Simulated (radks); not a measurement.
Results of a calculation; reference values are marked as such.
Valence configurations of Bi I. Code: a radial shooting solver on a logarithmic mesh with Libxc functionals. Model: scalar-relativistic Kohn-Sham, SCAN, spin-polarised, spherical densities, finite nucleus; open shells are filled with parallel spins first (spin-orbit coupling, left out, can overturn this in heavy ions); meta-GGA in the generalised Kohn-Sham scheme; Fermi nuclear charge, rms radius 5.5211 fm. Energies are relative to [Hg] 6p3; eigenvalues in eV for spin up.

valence                     E (eV)  moment (Bohr magnetons)    e(4f)    e(5d)   e(6p)    e(6s)
[Hg] 6p3                     0.000                        3  -153.88  -27.456  -5.562  -15.613
[Xe] 4f14 5d9.5 6s2 6p3.5   12.342                        3  -157.14  -29.991  -6.013  -16.588
[Xe] 4f13.5 5d10 6s2 6p3.5  77.527                        3  -164.40  -30.727  -6.025  -16.668
[Xe] 4f14 5d8.5 6s2 6p4.5   38.816                        3  -163.66  -35.005  -6.895  -18.490
[Xe] 4f13.5 5d10 6s1 6p4.5  88.377                        3  -166.25  -32.500  -6.813  -17.971
[Xe] 4f13.5 5d9 6s2 6p4.5   105.14                        3  -170.99  -35.806  -6.903  -18.577
[Xe] 4f13 5d10 6s2 6p4      159.40                        3  -175.06  -34.038  -6.471  -17.707
[Xe] 4f14 5d10 6s1 6p4      10.371                        3  -155.78  -29.287  -6.396  -16.971
[Xe] 4f14 5d9 6s2 6p4       25.223                        3  -160.40  -32.503  -6.453  -17.545
[Xe] 4f13.5 5d9 6s1 6p5.5   116.89                        3  -172.69  -37.404  -7.570  -19.711

NIST lists [Hg] 6p3 as the ground configuration; this level of theory agrees among the configurations tried. The energies are those of spherical high-spin densities, not of single terms.
